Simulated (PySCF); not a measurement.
A geometry optimisation, step by step.

C₄H₇FSi.
SMILES with atom numbers: `[F:1][C@H:2]1[CH2:3][CH:4]=[CH:5][SiH2:6]1` (hydrogens: H7 on C2; H8, H9 on C3; H10 on C4; H11 on C5; H12, H13 on Si6)

Computed by this run: PBE0-D3(BJ)/def2-SVP geometry optimisation, gas phase (PySCF); density fitting, grid level 1; the optimiser is geomeTRIC in internal coordinates, started from a GFN2-xTB structure with every atom displaced at random (about 0.01 Å). 9 of its 14 geometries are shown. The frame can shift and turn from step to step; on so coarse a grid that alone can change the energy by a few meV, and forces under 0.02 eV/Å are noise.

Step 0: E = -14837.2260 eV, largest atomic force 2.881 eV/Å
```
atom  x, y, z in Å  |  force x, y, z in eV/Å
F1      1.097   -1.742   -0.945   -0.308   0.324   0.045
C2      0.621   -1.016    0.164    0.567  -0.698  -0.483
C3      1.180    0.407    0.112    1.567  -0.282   0.643
C4      0.156    1.398   -0.204   -2.677  -1.061  -0.092
C5     -1.144    0.977   -0.262    0.904   0.278   0.128
Si6    -1.299   -0.849    0.087    1.024   0.542  -0.140
H7      1.028   -1.574    1.019   -0.157   0.157   0.298
H8      2.007    0.461   -0.638   -0.219  -0.231   0.354
H9      1.653    0.675    1.100   -0.178  -0.170  -0.589
H10     0.423    2.419   -0.361    0.328   1.065  -0.165
H11    -1.956    1.662   -0.466   -0.252   0.422  -0.139
H12    -1.898   -1.177    1.389   -0.347  -0.110   0.337
H13    -1.863   -1.658   -1.005   -0.252  -0.237  -0.197
```

Step 2: E = -14837.3564 eV, largest atomic force 0.222 eV/Å
```
atom  x, y, z in Å  |  force x, y, z in eV/Å
F1      0.689   -1.981   -0.833    0.034   0.041   0.044
C2      0.622   -1.048    0.199   -0.062  -0.072  -0.025
C3      1.213    0.284   -0.280    0.014   0.040  -0.122
C4      0.142    1.326   -0.471    0.034  -0.040   0.216
C5     -1.116    1.065   -0.076   -0.091   0.022  -0.084
Si6    -1.235   -0.681    0.561    0.029  -0.018  -0.141
H7      1.191   -1.462    1.048    0.017   0.028   0.003
H8      1.746    0.081   -1.226    0.004   0.036   0.032
H9      1.975    0.677    0.415    0.014  -0.046   0.045
H10     0.437    2.302   -0.879   -0.013  -0.050  -0.054
H11    -1.907    1.811   -0.186   -0.001   0.020   0.009
H12    -1.658   -0.815    1.990    0.058   0.038   0.024
H13    -2.095   -1.577   -0.270   -0.037   0.000   0.053
```

Step 3: E = -14837.3631 eV, largest atomic force 0.226 eV/Å
```
atom  x, y, z in Å  |  force x, y, z in eV/Å
F1      0.704   -1.989   -0.840    0.014   0.060   0.030
C2      0.621   -1.053    0.186   -0.016  -0.071  -0.032
C3      1.213    0.284   -0.278   -0.044  -0.017   0.010
C4      0.137    1.321   -0.451    0.027   0.149  -0.167
C5     -1.134    1.063   -0.100    0.115  -0.132   0.092
Si6    -1.235   -0.680    0.547   -0.030  -0.038  -0.011
H7      1.194   -1.452    1.039   -0.046  -0.045   0.022
H8      1.762    0.105   -1.221   -0.059   0.032   0.063
H9      1.966    0.653    0.441    0.007   0.024  -0.007
H10     0.436    2.290   -0.871    0.014   0.054   0.015
H11    -1.920    1.815   -0.207    0.014  -0.002  -0.034
H12    -1.619   -0.787    1.990    0.035   0.020   0.007
H13    -2.120   -1.585   -0.242   -0.031  -0.035   0.013
```

Step 5: E = -14837.3689 eV, largest atomic force 0.051 eV/Å
```
atom  x, y, z in Å  |  force x, y, z in eV/Å
F1      0.712   -1.981   -0.854    0.001   0.016  -0.011
C2      0.617   -1.056    0.179    0.021   0.024  -0.012
C3      1.210    0.288   -0.270    0.020  -0.008   0.029
C4      0.139    1.327   -0.461   -0.019  -0.046  -0.009
C5     -1.130    1.052   -0.114   -0.011   0.047   0.018
Si6    -1.236   -0.687    0.544   -0.005  -0.011  -0.024
H7      1.179   -1.463    1.036   -0.007  -0.019  -0.002
H8      1.769    0.117   -1.207    0.010  -0.012  -0.002
H9      1.955    0.658    0.457   -0.004   0.007  -0.001
H10     0.436    2.302   -0.870   -0.002  -0.002   0.011
H11    -1.918    1.800   -0.228   -0.011  -0.009  -0.019
H12    -1.590   -0.773    1.996    0.012   0.018   0.004
H13    -2.139   -1.600   -0.217   -0.003  -0.005   0.017
```

Step 6: E = -14837.3709 eV, largest atomic force 0.057 eV/Å
```
atom  x, y, z in Å  |  force x, y, z in eV/Å
F1      0.719   -1.967   -0.875   -0.021  -0.006  -0.022
C2      0.617   -1.058    0.169    0.010   0.034   0.045
C3      1.212    0.292   -0.260   -0.003  -0.011  -0.011
C4      0.136    1.324   -0.465   -0.002   0.011   0.026
C5     -1.136    1.045   -0.130   -0.006   0.002  -0.014
Si6    -1.234   -0.689    0.543   -0.001  -0.001  -0.014
H7      1.169   -1.478    1.027    0.020  -0.012  -0.022
H8      1.784    0.127   -1.189    0.014  -0.003   0.004
H9      1.944    0.663    0.479   -0.013  -0.001   0.014
H10     0.433    2.302   -0.865   -0.002  -0.013  -0.014
H11    -1.928    1.787   -0.259    0.000  -0.003   0.000
H12    -1.558   -0.749    2.003   -0.002   0.005   0.001
H13    -2.153   -1.614   -0.185    0.005  -0.003   0.008
```

Step 8: E = -14837.3746 eV, largest atomic force 0.086 eV/Å
```
atom  x, y, z in Å  |  force x, y, z in eV/Å
F1      0.703   -1.915   -0.943   -0.035   0.001  -0.021
C2      0.620   -1.060    0.148   -0.026  -0.004   0.082
C3      1.212    0.303   -0.227   -0.011  -0.003  -0.065
C4      0.126    1.317   -0.473    0.006   0.033   0.001
C5     -1.150    1.023   -0.172    0.017  -0.045  -0.025
Si6    -1.225   -0.693    0.550    0.015   0.013   0.032
H7      1.177   -1.525    0.978    0.035  -0.003  -0.031
H8      1.831    0.161   -1.130    0.020   0.018   0.020
H9      1.901    0.675    0.553   -0.024  -0.004   0.028
H10     0.420    2.295   -0.877   -0.001  -0.002  -0.026
H11    -1.954    1.745   -0.340    0.012   0.010   0.025
H12    -1.489   -0.689    2.025   -0.018  -0.011  -0.003
H13    -2.166   -1.653   -0.098    0.009  -0.002  -0.015
```

Step 10: E = -14837.3804 eV, largest atomic force 0.080 eV/Å
```
atom  x, y, z in Å  |  force x, y, z in eV/Å
F1      0.657   -1.842   -1.023   -0.022   0.002  -0.001
C2      0.624   -1.059    0.127   -0.039  -0.028   0.035
C3      1.212    0.317   -0.192   -0.002   0.001  -0.080
C4      0.115    1.308   -0.489    0.020   0.027  -0.027
C5     -1.161    0.997   -0.208    0.021  -0.055  -0.006
Si6    -1.211   -0.697    0.570    0.012   0.012   0.063
H7      1.206   -1.582    0.904    0.023   0.005  -0.016
H8      1.891    0.203   -1.055    0.015   0.025   0.029
H9      1.838    0.687    0.639   -0.027  -0.002   0.026
H10     0.401    2.279   -0.913   -0.001   0.009  -0.021
H11    -1.976    1.698   -0.409    0.013   0.017   0.029
H12    -1.430   -0.636    2.051   -0.017  -0.016  -0.003
H13    -2.162   -1.689   -0.009    0.005   0.001  -0.029
```

Step 11: E = -14837.3848 eV, largest atomic force 0.072 eV/Å
```
atom  x, y, z in Å  |  force x, y, z in eV/Å
F1      0.608   -1.809   -1.052    0.014   0.002   0.016
C2      0.625   -1.058    0.121    0.015  -0.005  -0.071
C3      1.213    0.321   -0.188   -0.013  -0.009  -0.004
C4      0.113    1.302   -0.504    0.020  -0.001  -0.022
C5     -1.158    0.991   -0.201   -0.006  -0.001   0.020
Si6    -1.201   -0.696    0.591   -0.014  -0.001   0.039
H7      1.236   -1.603    0.858   -0.014  -0.004   0.015
H8      1.925    0.221   -1.026    0.005   0.003   0.009
H9      1.803    0.691    0.670   -0.007   0.004   0.003
H10     0.391    2.264   -0.954   -0.002   0.007   0.002
H11    -1.975    1.691   -0.394   -0.002   0.003   0.001
H12    -1.432   -0.642    2.070    0.005  -0.001   0.000
H13    -2.144   -1.690    0.000   -0.002   0.005  -0.008
```

Step 13: E = -14837.3852 eV, largest atomic force under 0.02 eV/Å
```
atom  x, y, z in Å  |  force x, y, z in eV/Å
F1      0.610   -1.811   -1.062   -0.002   0.006   0.003
C2      0.623   -1.061    0.110   -0.004  -0.011  -0.002
C3      1.212    0.319   -0.193    0.008   0.000  -0.003
C4      0.113    1.302   -0.507   -0.010  -0.004   0.011
C5     -1.156    0.995   -0.190   -0.002   0.012   0.006
Si6    -1.200   -0.697    0.594    0.004   0.004  -0.012
H7      1.231   -1.607    0.849    0.002   0.003  -0.001
H8      1.930    0.223   -1.025    0.001   0.001  -0.002
H9      1.795    0.687    0.670    0.001  -0.003   0.001
H10     0.390    2.265   -0.955    0.001  -0.005  -0.002
H11    -1.972    1.700   -0.373   -0.001  -0.003  -0.002
H12    -1.419   -0.652    2.075    0.004  -0.003   0.001
H13    -2.151   -1.680   -0.001   -0.002   0.002   0.003
```

Problem. Summarise the path.

Solution. The energy falls by 15.36 kJ/mol from step 0 to step 13; nine tenths of that is first reached at step 6. It falls at every step. The largest force goes from 2.881 to under 0.02 eV/Å. Among the bonds C3–C4 changes most, from 1.461 to 1.507 Å; the atoms move by 0.157 Å rms after alignment.

Problem. Follow the three bonds and two angles with the largest change from start to end.

Solution. 
```csv
step,E above end (kJ/mol),largest force (eV/Å),C3–C4 (Å),C4–H10 (Å),Si6–H12 (Å),F1–C2–H7 (°),H12–Si6–H13 (°)
0,15.36,2.881,1.461,1.066,1.471,103.1,112.2
1,6.01,0.673,1.508,1.099,1.492,107.1,108.4
2,2.78,0.222,1.506,1.098,1.496,107.1,108.4
3,2.13,0.226,1.504,1.097,1.497,107.2,108.3
4,1.75,0.113,1.504,1.098,1.497,107.3,108.4
5,1.57,0.051,1.504,1.098,1.497,107.3,108.4
6,1.38,0.057,1.505,1.098,1.497,107.4,108.5
7,1.30,0.067,1.505,1.098,1.497,107.5,108.5
8,1.03,0.086,1.506,1.098,1.498,107.6,108.6
9,0.77,0.123,1.508,1.097,1.499,107.7,108.5
10,0.46,0.080,1.507,1.097,1.499,107.6,108.5
11,0.04,0.072,1.507,1.097,1.498,107.6,108.5
12,0.01,0.046,1.507,1.098,1.498,107.6,108.6
13,0.00,under 0.02,1.507,1.098,1.498,107.6,108.7
```

What follows is the cost of the whole optimisation. On one thread of an Arm Neoverse N1, no GPU, shared host with 64 logical CPUs at a one-minute load of 34, this took 2.0 min and 0.49 GiB of memory at its peak.
